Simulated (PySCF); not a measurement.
Molecule: C3H2O, net charge 0, singlet state. SMILES: C#CC=O
Geometry: optimised at B3LYP-D3(BJ)/def2-TZVP (Ansatz).

Dispersion corrections to the total energy (kcal/mol) from the dftd3 and dftd4 libraries through PySCF: D3(BJ) without and D4 with the three-body term, each with the damping fitted for the functional named.

```csv
functional,D3(BJ),D4
HSE06,-1.26,-1.47
B2PLYP,(withheld),-1.34
PBE,(withheld),-1.93
B3LYP,-3.55,-3.11
BLYP,(withheld),-4.40
revPBE,-5.37,-6.82
r2SCAN,-0.54,-0.47
```

Question: What belongs in the gaps?

Answer: 
- B2PLYP, D3(BJ): -1.61
- PBE, D3(BJ): -2.04
- BLYP, D3(BJ): -4.37
